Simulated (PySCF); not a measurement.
octafluoropropane (C₃F₈), SMILES FC(F)(F)C(F)(F)C(F)(F)F. Coordinates come from a PBE0-D3(BJ)/def2-SVP optimisation.

Q: Give the equilibrium geometry at PBE0-D3(BJ)/def2-SVP (PySCF confirms it by a frequency run) as a Z-matrix, and its point group. (The exact figures need the calculation; the answer reports its results.)

A: point group C2v.
```
C
F 1 1.3364
F 1 1.3364 2 109.45
C 1 1.5451 2 107.97 3 -117.30
F 4 1.3229 1 108.88 2 59.12
F 4 1.3240 5 109.04 1 -120.49
F 4 1.3240 5 109.04 6 -119.02
C 1 1.5451 2 107.97 3 117.30
F 8 1.3229 1 108.88 2 -59.12
F 8 1.3240 9 109.04 1 120.49
F 8 1.3240 9 109.04 10 119.02
```
Charge 0, spin multiplicity 1.
